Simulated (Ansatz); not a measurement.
Abstraction of H: CH8O2Si2 + CH5GeO2 → CH7O2Si2 + CH6GeO2

Species: CH8O2Si2 `CO[SiH](O)[SiH3]`, singlet; CH5GeO2 `C[O][GeH][OH]`, doublet; CH7O2Si2 `CO[Si](O)[SiH3]`, doublet; CH6GeO2 `C[O][GeH2][OH]`, singlet. A radical takes H: the energy is the difference in strength between the Si–H bond broken and the Ge–H bond made.

Shapes, held fixed at every level: PBE0-D4/def2-TZVP. Flexible molecules stand in one conformer, not always the lowest. Programs: Ansatz 0.2.0. Electronic energies: no zero-point or thermal term.

```csv
level,kind,ΔE (kJ/mol),less CCSD(T)/def2-TZVPP
PBE-D4/def2-TZVPP,GGA,+35.3,+5.6
r2SCAN-D4/def2-TZVPP,meta-GGA,+33.2,+3.5
PBE0-D4/def2-TZVPP,global hybrid,+30.8,+1.1
B2PLYP/def2-TZVPP,double hybrid,+35.2,+5.5
MP2/def2-TZVPP,perturbation theory,+30.6,+0.9
CCSD/def2-TZVPP,coupled cluster or CI,+28.8,-0.9
CCSD(T)/def2-TZVPP,coupled cluster or CI,+29.7,0.0
```

The highest level, CCSD(T)/def2-TZVPP, gives ΔE = +29.7 kJ/mol; the levels span +28.8 to +35.3. The column of differences is taken from that level and isn't an error. No measured value is set beside it here. Open shells run unrestricted unless RO is named. Relativity is left out for Ge unless named. Correlated rows may include outer-core shells of Ge, which these sets cover unevenly.
